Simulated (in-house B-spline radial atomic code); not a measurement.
## Excitations of Tl IV (Tl3+) by several methods

Full response, energies in eV; labels give the largest channel, * marks a mixed state, a dash one above the method's threshold, and an imaginary frequency an unstable closed-shell reference. Computed with a B-spline radial code for spherical atoms: linear response of the closed shell [Xe] 4f14 5d10 with each method's own kernel (bare exchange for TDHF, static screening on G0W0 levels for BSE, the adiabatic kernel for functionals); scalar-relativistic (spin-free one-electron X2C), finite nucleus, no spin-orbit coupling, no double excitations, S, P, D and F terms only; shells from n = 3 respond. Only terms of natural parity with L up to 3 were computed.

Spin-orbit coupling is strong here, so these LS terms don't match observed levels.

| method | 5d → 6s 3D | 5d → 6s 1D | 5d → 6p 3P | α (bohr³) |
| --- | --- | --- | --- | --- |
| TDHF | 10.643 | 11.842 | 20.648 | 4.954 |
| BSE on G0W0@HF | ? | ? | ? | ? |
| LDA VWN5 | 8.750 | 9.717 | 19.189 | 5.414 |
| PBE | 8.766 | 9.803 | 19.030 | 5.41 |
| PBE0 | 9.388 | 10.436 | 19.675 | 5.253 |
| B3LYP (VWN-RPA) | 9.001 | 10.046 | 19.227 | 5.327 |
| CAM-B3LYP | 9.039 | 10.078 | 19.201 | 5.315 |
| LC-wPBE | 9.204 | 10.246 | 19.431 | 5.297 |
| wB97X | 9.662 | 10.510 | 20.184 | 5.293 |
| HSE06 | ? | ? | ? | ? |
| BHandHLYP | 9.650 | 10.724 | 19.814 | 5.161 |
| BLYP | 8.462 | 9.522 | 18.639 | 5.464 |
| PBEsol | 8.800 | 9.842 | 19.140 | 5.407 |
| BP86 | 8.792 | 9.836 | 19.237 | 5.423 |
| LDA exchange-only | 8.221 | 9.367 | 18.311 | 5.544 |
| B97-1 | 9.439 | 10.335 | 19.911 | 5.275 |
| RPBE | 8.800 | 9.844 | 18.991 | 5.404 |
| OLYP | 8.989 | 10.078 | 19.045 | 5.303 |

(1) What does HSE06 give?

(2) What does BSE on G0W0@HF give?

Results:

(1) 5d → 6s 3D: 9.357; 5d → 6s 1D: 10.401; 5d → 6p 3P: 19.641; α: 5.264 (eV, bohr³).

(2) 5d → 6s 3D: 10.209; 5d → 6s 1D: 11.281; 5d → 6p 3P: 20.774; α: 4.787 (eV, bohr³).
